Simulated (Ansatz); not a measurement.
Reaction (ligand exchange at the Al–C bond): `C=[C]([AlH2])S` + `OB1CC1` → `[AlH2][O]B1CC1` + `C=CS`

Computed with Ansatz on PBE0-D4/def2-TZVP structures; ΔE is electronic, products minus reactants. CCSD(T)/CBS adds triple-zeta CCSD(T) − MP2 to the extrapolated MP2 energy (def2 sets, frozen cores). This one scheme is used for every species. Functionals use def2-TZVPP. B3LYP here is the variant with VWN-RPA as its local correlation; programs differ in this. One conformer a species, not always the lowest.

```tsv
level	ΔE (kJ/mol)	difference from CCSD(T)/CBS
PBE0-D4	-118.5	7.7
B2PLYP	-132.0	-5.8
PBE	-117.7	8.5
B3LYP	-134.5	-8.3
MP2/def2-TZVPP	-125.4	0.8
CCSD(T)/def2-TZVPP	-125.2	1.0
HF/def2-QZVPP	-147.4	-21.2
SCS-MP2/def2-QZVPP	-130.7	-4.5
HF/CBS(def2)	-147.6	-21.4
MP2/CBS(def2)	-126.3	-0.1
CCSD(T)/CBS	-126.2	0
```

Largest T1 diagnostic among the species: 0.013.

From PBE to PBE0 (25 % exact exchange), in def2-TZVPP and without D4, ΔE moves by −3.1 kJ/mol. In def2-TZVPP, CCSD(T) changes the Hartree–Fock value by +20.8 kJ/mol (the triples alone add +4.3 kJ/mol) and MP2 by +20.7 kJ/mol.
